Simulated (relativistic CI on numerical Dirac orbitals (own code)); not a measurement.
# Electric-dipole lines of Yb XXVII

Method of calculation: Dirac-Coulomb-Breit CI, orbitals from a KLI potential per configuration, a model potential for QED, unscaled Slater integrals (own radial code, finite nucleus).

CI space (outside the closed core [Ar] 3d10): 4s2 4p6 4d8, 4s2 4p5 4d9, 4s2 4p6 4d7 4f, 4s 4p6 4d9, 4s2 4p5 4d8 4f, 4s 4p6 4d8 4f, 4s2 4p6 4d7 5s, 4s2 4p6 4d7 5p, 4s2 4p6 4d6 4f 5s, 4s2 4p6 4d7 5d, 4s2 4p5 4d8 5s, 4s2 4p6 4d6 5s 5p, 4s2 4p6 4d7 5f, 4s2 4p6 4d7 6s, 4s2 4p6 4d7 6p, 4p6 4d9 4f, 4s 4p6 4d7 4f 5s, 4s2 4p5 4d8 5d, 4s 4p6 4d8 5s, 4s 4p6 4d8 5p, 4s2 4p6 4d7 6f, 4s2 4p6 4d7 7p, 4p6 4d9 5p, 4p6 4d10, 4p5 4d10 4f, 4s2 4p6 4d6 5s2, 4s2 4p6 4d5 4f 5s2, 4s2 4p5 4d6 4f 5s2, 4s 4p6 4d6 4f 5s2, 4p6 4d9 5s, 4p5 4d10 5s, 4p5 4d9 4f 5s. Double excitations out of closed p, d and f shells are left out; levels of such configurations are missing from the list, as are those of other unlisted configurations, and high levels can miss mixing partners. These lack a partner that the ground configuration has and come out too high: 4s2 4p5 4d8 5d.

| λ vac (nm) | Lower | Upper | A (s⁻¹) | gf | Branching (%) |
| --- | --- | --- | --- | --- | --- |
| 3.4710 | 4s2 4p6 4d8 3F_4 [1] | 4s2 4p6 4d7 5p 3F°_4 [393] | 4.14e+11 | 6.72e-01 | 96.7 |
| 4.9796 | 4s2 4p6 4d8 3F_2 [8] | 4s2 4p5 4d9 1P°_1 [227] | 2.48e+12 | 2.76e+00 | 45.7 |
| 5.0140 | 4s2 4p6 4d8 3F_3 [4] | 4s2 4p5 4d9 1F°_3 [225] | 9.52e+11 | 2.51e+00 | 18.1 |
| 5.0429 | 4s2 4p6 4d8 3F_3 [4] | 4s2 4p5 4d9 3D°_2 [224] | 1.07e+12 | 2.03e+00 | 20.6 |
| 5.0828 | 4s2 4p6 4d8 3P_2 [5] | 4s2 4p5 4d9 1F°_3 [225] | 4.58e+11 | 1.24e+00 | 8.7 |
| 5.1126 | 4s2 4p6 4d8 3P_2 [5] | 4s2 4p5 4d9 3D°_2 [224] | 1.96e+12 | 3.84e+00 | 37.7 |
| 5.1309 | 4s2 4p6 4d8 1G_4 [7] | 4s2 4p5 4d9 1F°_3 [225] | 3.66e+12 | 1.01e+01 | 69.7 |
| 5.1499 | 4s2 4p6 4d8 3P_1 [6] | 4s2 4p5 4d9 3D°_2 [224] | 2.05e+12 | 4.08e+00 | 39.5 |
| 5.1933 | 4s2 4p6 4d8 1S_0 [9] | 4s2 4p5 4d9 1P°_1 [227] | 2.87e+12 | 3.48e+00 | 52.9 |
| 5.2556 | 4s2 4p6 4d8 3F_2 [8] | 4s2 4p6 4d7 4f 3F°_2 [226] | 4.42e+12 | 9.16e+00 | 95.9 |
| 5.3487 | 4s2 4p6 4d8 3F_3 [4] | 4s2 4p6 4d7 4f 1G°_4 [217] | 2.55e+11 | 9.84e-01 | 5.9 |
| 5.3874 | 4s2 4p6 4d8 3F_2 [8] | 4s2 4p6 4d7 4f 1P°_1 [223] | 2.20e+12 | 2.87e+00 | 53.6 |
| 5.3920 | 4s2 4p6 4d8 1G_4 [7] | 4s2 4p6 4d7 4f 1H°_5 [221] | 4.53e+12 | 2.17e+01 | 100.0 |
| 5.3976 | 4s2 4p6 4d8 3F_4 [1] | 4s2 4p6 4d7 4f 3G°_5 [207] | 4.48e+12 | 2.15e+01 | 100.0 |
| 5.4010 | 4s2 4p6 4d8 3P_2 [5] | 4s2 4p6 4d7 4f 3D°_1 [219] | 8.80e+11 | 1.15e+00 | 19.2 |
| 5.4159 | 4s2 4p6 4d8 3P_2 [5] | 4s2 4p6 4d7 4f 3D°_2 [218] | 2.46e+12 | 5.40e+00 | 54.9 |
| 5.4161 | 4s2 4p6 4d8 1D_2 [2] | 4s2 4p6 4d7 4f 1F°_3 [210] | 4.45e+12 | 1.37e+01 | 99.0 |
| 5.4198 | 4s2 4p6 4d8 3F_3 [4] | 4s2 4p6 4d7 4f 3G°_4 [215] | 4.18e+12 | 1.66e+01 | 94.7 |
| 5.4277 | 4s2 4p6 4d8 1D_2 [2] | 4s2 4p6 4d7 4f 1D°_2 [209] | 4.51e+12 | 9.97e+00 | 99.7 |
| 5.4330 | 4s2 4p6 4d8 3F_3 [4] | 4s2 4p6 4d7 4f 3F°_3 [213] | 3.34e+12 | 1.03e+01 | 76.3 |
| 5.4332 | 4s2 4p6 4d8 3P_1 [6] | 4s2 4p6 4d7 4f 3P°_0 [220] | 4.64e+12 | 2.05e+00 | 100.0 |
| 5.4382 | 4s2 4p6 4d8 3P_2 [5] | 4s2 4p6 4d7 4f 3D°_3 [216] | 3.95e+12 | 1.23e+01 | 89.6 |
| 5.4413 | 4s2 4p6 4d8 3F_2 [8] | 4s2 4p6 4d7 4f 3G°_3 [222] | 4.28e+12 | 1.33e+01 | 96.6 |
| 5.4415 | 4s2 4p6 4d8 3P_0 [3] | 4s2 4p6 4d7 4f 1P°_1 [211] | 4.29e+12 | 5.72e+00 | 95.0 |
| 5.4424 | 4s2 4p6 4d8 3F_4 [1] | 4s2 4p6 4d7 4f 3F°_4 [206] | 4.41e+12 | 1.76e+01 | 99.7 |
| 5.4427 | 4s2 4p6 4d8 3P_1 [6] | 4s2 4p6 4d7 4f 3D°_1 [219] | 3.62e+12 | 4.82e+00 | 78.9 |
| 5.4528 | 4s2 4p6 4d8 3F_4 [1] | 4s2 4p6 4d7 4f 3D°_3 [205] | 4.43e+12 | 1.38e+01 | 99.0 |
| 5.4578 | 4s2 4p6 4d8 3P_1 [6] | 4s2 4p6 4d7 4f 3D°_2 [218] | 1.96e+12 | 4.38e+00 | 43.9 |
| 5.4620 | 4s2 4p6 4d8 3F_3 [4] | 4s2 4p6 4d7 4f 3D°_2 [212] | 3.40e+12 | 7.61e+00 | 78.7 |
| 5.4694 | 4s2 4p6 4d8 1D_2 [2] | 4s2 4p6 4d7 4f 1P°_1 [208] | 4.34e+12 | 5.84e+00 | 98.7 |
| 5.4819 | 4s2 4p6 4d8 1G_4 [7] | 4s2 4p6 4d7 4f 1G°_4 [217] | 4.07e+12 | 1.65e+01 | 94.1 |
| 5.5027 | 4s2 4p6 4d8 3P_2 [5] | 4s2 4p6 4d7 4f 3S°_1 [214] | 3.40e+12 | 4.63e+00 | 80.6 |
| 5.5705 | 4s2 4p6 4d8 1G_4 [7] | 4s2 4p6 4d7 4f 3F°_3 [213] | 9.84e+11 | 3.21e+00 | 22.5 |
| 5.5878 | 4s2 4p6 4d8 3P_1 [6] | 4s2 4p6 4d7 4f 3D°_2 [212] | 5.89e+11 | 1.38e+00 | 13.6 |
| 5.6384 | 4s2 4p6 4d8 1S_0 [9] | 4s2 4p6 4d7 4f 1P°_1 [223] | 1.87e+12 | 2.67e+00 | 45.5 |
| 6.9033 | 4s2 4p6 4d7 4f 5I°_8 [26] | 4s2 4p5 4d8 4f 5H_7 [390] | 6.35e+11 | 6.81e+00 | 70.2 |
| 6.9166 | 4s2 4p6 4d7 4f 5H°_7 [23] | 4s2 4p5 4d8 4f 3H_6 [374] | 4.87e+11 | 4.54e+00 | 61.5 |
| 6.9391 | 4s2 4p6 4d7 4f 3I°_7 [31] | 4s2 4p5 4d8 4f 3H_6 [396] | 4.17e+11 | 3.91e+00 | 55.6 |
| 7.0134 | 4s2 4p6 4d7 4f 3H°_6 [27] | 4s2 4p5 4d8 4f 3H_5 [365] | 3.45e+11 | 2.80e+00 | 44.6 |
| 7.0801 | 4s2 4p6 4d7 4f 5G°_5 [15] | 4s2 4p5 4d8 4f 3F_4 [325] | 2.63e+11 | 1.78e+00 | 54.3 |
| 7.1686 | 4s2 4p6 4d7 4f 5G°_6 [17] | 4s2 4p5 4d8 4f 5F_5 [314] | 2.68e+11 | 2.27e+00 | 58.1 |
| 7.2795 | 4s2 4p6 4d7 4f 5G°_6 [17] | 4s2 4p5 4d8 4f 5G_6 [306] | 3.14e+11 | 3.25e+00 | 61.6 |
| 7.3514 | 4s2 4p6 4d7 4f 5H°_7 [23] | 4s2 4p5 4d8 4f 3I_7 [310] | 3.48e+11 | 4.23e+00 | 69.3 |
| 7.3753 | 4s2 4p6 4d7 4f 5I°_8 [26] | 4s2 4p5 4d8 4f 5I_8 [312] | 3.62e+11 | 5.02e+00 | 81.4 |
| 7.4193 | 4s2 4p6 4d7 4f 3I°_7 [31] | 4s2 4p5 4d8 4f 5H_7 [315] | 2.96e+11 | 3.66e+00 | 59.2 |

Terms are leading LS components. Brackets give the number of a level in order of energy, since labels repeat. The list gives strong lines, with weight on those to low levels, without lines whose two gauges differ by over a factor of 2.5, among the lowest 400 of 7752 levels, so that lines to higher ones, which can be the strongest, are missing. Levels whose partners in the same complex of configurations lie outside the list can be far off, and so can their lines. Rates are taken at the computed energies, electric ones in the length gauge.

At this charge energies of transitions that change n are usually good to better than 1 %, and those within a shell (Δn = 0) to a few per cent. Terms inside the open d or f shell come out 10 to 20 % too wide with unscaled integrals.

LS names give the leading component of a level, which can be under half, so a name can repeat, a term be missing and a line seem to break the LS rules.
